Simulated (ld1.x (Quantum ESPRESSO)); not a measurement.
How hard is this chromium TM semilocal potential?

- Element: chromium
- Generator: ld1.x (Quantum ESPRESSO) 7.5
- Type: norm-conserving Troullier–Martins (semilocal form)
- Functional: LDA (PZ)
- Relativity: scalar-relativistic
- Frozen core: [Ar]
- Valence charge: 6
- Reference configuration: 3d5 4s0 4p0 (charge +1)
- Partial waves: 4s (bound, empty): rc 2.55 bohr; 3d (bound): rc 1.35 bohr; 4p (bound, empty): rc 2.75 bohr
- Local potential: the p channel
- Core correction: Bessel-smoothed model core, default radius (core density twice the valence density)

The pseudo-atom Hamiltonian at the reference potential is diagonalised in spherical Bessel functions j_l(qr) that vanish at 20 bohr, with q² up to the cutoff. All-electron valence levels (Ry): 4s -0.7488, 3d -0.7469, 4p -0.4485.

Problem. How do the lowest levels (Ry) of each channel move with the cutoff, and are there ghosts?

Solution.

| cutoff (Ry) | s #1 | s #2 | d #1 | p #1 | p #2 | Σ f·Δε (mRy) |
| --- | --- | --- | --- | --- | --- | --- |
| 8 | -0.7461 | -0.2076 | -0.2150 | -0.4483 | -0.1391 | 2659.7 |
| 18 | -0.7486 | -0.2080 | -0.2431 | -0.4485 | -0.1392 | 2519.4 |
| 40 | -0.7488 | -0.2081 | -0.3760 | -0.4485 | -0.1392 | 1854.6 |
| 60 | -0.7488 | -0.2081 | -0.5999 | -0.4485 | -0.1392 | 735.4 |
| 110 | -0.7488 | -0.2081 | -0.7456 | -0.4485 | -0.1392 | 6.9 |
| 180 | -0.7488 | -0.2081 | -0.7469 | -0.4485 | -0.1392 | 0.4 |
| 400 | -0.7488 | -0.2081 | -0.7470 | -0.4485 | -0.1392 | 0.0 |

Result: no extra level below or beside the all-electron valence levels (s, d, p tested); the semilocal form is local in each channel, so this says nothing of the separable form that plane-wave codes build from it; 10 mRy is reached at 110 Ry and 1 mRy at 140 Ry.

Its largest configuration-test error is -1043 meV.
